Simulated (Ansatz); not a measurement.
Computed with Ansatz on PBE0-D4/def2-TZVP structures; ΔE is electronic, products minus reactants. CCSD(T)/CBS adds triple-zeta CCSD(T) − MP2 to the extrapolated MP2 energy (def2 sets, frozen cores). For Ge outer-core shells are correlated without core-valence functions, which leaves a few kJ/mol of doubt a bond. Scalar relativity is left out up to krypton. One conformer a species, not always the lowest.

Reaction (redistribution): `[SiH3][SiH2][GeH2][GeH2][SiH2][GeH3]` + `[SiH3][GeH2][Cl]` → `Cl[SiH2][GeH3]` + `[SiH3][SiH2][GeH2][GeH2][GeH2][SiH3]`

```json
{"species": "`[SiH3][SiH2][GeH2][GeH2][SiH2][GeH3]`", "CCSD(T)/CBS(def2) energy (Eh)": "-7104.00459"}
{"species": "`[SiH3][GeH2][Cl]`", "CCSD(T)/CBS(def2) energy (Eh)": "-2828.00643"}
{"species": "`Cl[SiH2][GeH3]`", "CCSD(T)/CBS(def2) energy (Eh)": "-2828.01436"}
{"species": "`[SiH3][SiH2][GeH2][GeH2][GeH2][SiH3]`", "CCSD(T)/CBS(def2) energy (Eh)": "-7104.01007"}
```

Q: Work out ΔE.

A: ΔE = (-2828.01436) + (-7104.01007) − (-7104.00459) − (-2828.00643) = -0.01341 Eh = -8.4 kcal/mol.

Largest T1 diagnostic among the species: 0.013.

At CCSD(T), def2-SVP lies +1.8 kcal/mol from the extrapolated value and def2-TZVPP +0.8 kcal/mol. Leaving LDA and LC-ωPBE aside and taking each functional with its dispersion term where it has one, the values, not all of them listed here, spread over 2.0 kcal/mol, from ωB97M-V to B97M-V. LDA lies −0.9 kcal/mol from PBE without D4.
